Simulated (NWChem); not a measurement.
Molecule: C2H3AgO2; SMILES [C-](->[Ag][O]C)#[O+]

```xyz
8

Ag     0.1279    -0.0901     0.0000
O      0.3781     1.8494     0.0000
C     -0.5843     2.8596     0.0000
H     -1.2535     2.8424     0.8974
H     -0.0824     3.8576     0.0000
H     -1.2535     2.8424    -0.8974
O     -0.3032    -3.1453     0.0000
C     -0.0858    -2.0166     0.0000
```
Atoms are numbered in this order, from 1.

Program: NWChem. Medium grid unless said otherwise, to which SCAN and Minnesota functionals are sensitive. Geometry: optimised at PBE-D3(BJ)/def2-SVP. Not confirmed as a minimum by frequencies. def2 effective core potentials on Ag; no spin-orbit coupling. Total energies of different functionals are on different scales.

| level | energy (Ha) | highest occupied level (eV) | orbital gap (eV) | dipole (D) |
|---|---|---|---|---|
| PBE/def2-SVP | -374.9948 | -5.08 | 1.93 | 2.59 |
| r2SCAN/def2-SVP | -375.1614 | -5.26 | 2.18 | 2.85 |
| LDA (Slater exchange, VWN5)/def2-SVP | -373.2079 | -5.30 | 1.89 | 2.40 |
